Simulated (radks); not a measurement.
Values are calculated unless marked as measured or tabulated.
Polarisability of the sulfur ion S4+, [Ne] 3s2, at imaginary frequency. Level of theory: scalar-relativistic Kohn-Sham, LDA (Slater exchange, Perdew-Wang correlation), spin-unpolarised, spherical densities, finite nucleus; Fermi nuclear charge, rms radius 3.2611 fm (a radial shooting solver on a logarithmic mesh with Libxc functionals). Response by self-consistent Sternheimer equations with the Hartree and adiabatic LDA kernel, the relativistic mass of each level held fixed and spin-orbit coupling left out.

w (hartree),alpha1(iw) (bohr^3),alpha2(iw) (bohr^5)
0.00266,4.060,6.084
0.0143,4.058,6.083
0.0360,4.046,6.078
0.0697,4.006,6.061
0.118,3.909,6.019
0.186,3.705,5.926
0.280,3.336,5.737
0.413,2.766,5.379
0.605,2.047,4.757
0.892,1.327,3.808
1.35,0.7593,2.619
2.12,0.3937,1.475
3.59,0.1905,0.6526
6.94,0.08343,0.2111
17.5,0.02322,0.03965

Static values: alpha1 = 4.061 bohr^3 (0.6017 angstrom^3; uncoupled 6.802), alpha2 = 6.084 bohr^5, alpha3 = 14.75 bohr^7. C6 = 7.734, C8 = 76.16, triple-dipole C9 = 22.96 atomic units. One-pole (London) frequency 4 C6 / (3 alpha1^2) = 0.625 hartree, against 2.428 for minus the highest occupied eigenvalue.
